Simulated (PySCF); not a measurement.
# Dipole response of Rh+ (rhodium, charge +1)

[Kr] 4d7 5s1, high-spin 5F determinant (an excited configuration). Computed with PySCF 2.14 in aug-cc-pwCVTZ-DK, with the spin-free X2C one-electron Hamiltonian (Gaussian nucleus). Coupled (time-dependent) response in atomic units; α is the mean over directions.

| method | mean α (bohr³) | C₆ (like pair) | S(−4) |
| --- | --- | --- | --- |
| PBE0 | 29.72 | 201.0 | 565.0 |

S(−4) is the Cauchy moment in α(ω) = α(0) + S(−4) ω² + …

Spin-orbit coupling is absent.

α(iu) at PBE0:

```tsv
u (hartree)	α(iu) (bohr³)
0	29.72
0.0500	28.39
0.100	25.21
0.200	18.37
0.300	13.70
0.500	8.860
0.750	6.090
1.00	4.574
1.50	2.920
2.00	2.039
3.00	1.153
5.00	0.5137
```

A single London oscillator, α(iu) = α/(1 + u²/ω²), gives C₆ = (3/4) ω α². Matching the computed C₆ needs ω = 4 × 201.0 / (3 × 29.72²) = 0.303 hartree.

For an ion, C₆ is the dispersion term alone; charge-induced terms of lower order in 1/R come first.
